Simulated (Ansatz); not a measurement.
Basis-set extrapolation for `O[Si@H]1C[Si@H](O)C1` (PBE0-D4/def2-TZVP geometry, frozen core, the Gaussian-basis code of Ansatz). Multiplicity 1, RHF reference.

```
                      def2-TZVPP   def2-QZVPP
                 HF  -808.222991  -808.252365
    MP2 correlation    -1.063627    -1.143700
CCSD(T) correlation    -1.151223      not run
```

Energies in hartree. Use E(X) = E(∞) + A·exp(−7.88·√X) for Hartree–Fock and E(X) = E(∞) + B·X^(−2.97) for correlation, with X = 3 and 4, and add CCSD(T) minus MP2 of the smaller set to the MP2 limit.

Question: What is the CCSD(T) energy at the basis-set limit?

Answer: HF limit: -808.252365 + (-0.029374) × 0.13774 = -808.25641. MP2 limit: -1.143700 + (-0.080073) × 0.74074 = -1.20301. Higher-order term: -1.151223 − (-1.063627) = -0.08760. Total: -809.54702 hartree, 453.7 kJ/mol below CCSD(T)/def2-TZVPP.
